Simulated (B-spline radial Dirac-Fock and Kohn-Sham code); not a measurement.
K-line shifts caused by a second vacancy in In²⁹⁺

System: indium as In²⁹⁺ in the configuration [Ar] 3d2.

Input file task.json (cfg lists n, l and occupation; rrms is the nuclear radius in fm):

```json
{"items": [{
  "Z": 49,
  "q": 29,
  "cfg": [[1, 0, 2], [2, 0, 2], [2, 1, 6], [3, 0, 2], [3, 1, 6], [3, 2, 2]],
  "A": 115,
  "rrms": 4.6156,
  "do": ["binding", "quiet", "double"]
}]}
```

Run with: `python xray_run.py task.json out`

The computed values come from a radial atomic solver: ΔSCF Dirac-Fock with Breit, self-energy and vacuum polarisation, finite nucleus, configuration average. Each two-hole energy is an average over J within one jj subconfiguration, not an observable level; in light atoms, where LS coupling holds, the j-resolved values are not observed lines, and for a K spectator the Kα1 hypersatellite is nearly forbidden. Correlation energy is missing from these numbers.

Lines without a spectator: Kα2 (K-L2) 24027.2 eV, Kα1 (K-L3) 24238.3 eV, Kβ3 (K-M2) 27481.2 eV, Kβ1 (K-M3) 27528.4 eV. Shifts in eV with one spectator hole (a dash: not computed, or left out as unreliable):

```
spectator hole     Kα2     Kα1     Kβ3     Kβ1
    L2 (2p1/2)   +65.7   +82.4       –  +180.1
    L3 (2p3/2)   +64.8   +65.1  +161.2       –
    M2 (3p1/2)       –  +13.55   +33.7   +38.7
    M3 (3p3/2)  +10.61       –   +34.4   +33.9
```

**Question.** Where does the K-L3 hypersatellite lie, emitted when both K electrons are missing?

**Answer.** +582.6 eV from the normal line, at 24820.9 eV. Removing both K electrons costs 59522.3 eV, which is 840.7 eV more than twice the K binding energy.

With n spectator holes in 2p, averaged over the 2p shell (energies in eV):

```
n     KαLⁿ   step  hypersatellite KαʰLⁿ
0  24167.9      –               24744.6
1  24237.6  +69.7               24815.9
2  24308.8  +71.2               24888.7
3  24381.5  +72.7               24962.9
4  24455.6  +74.2               25038.7
5  24531.3  +75.7               25115.9
```
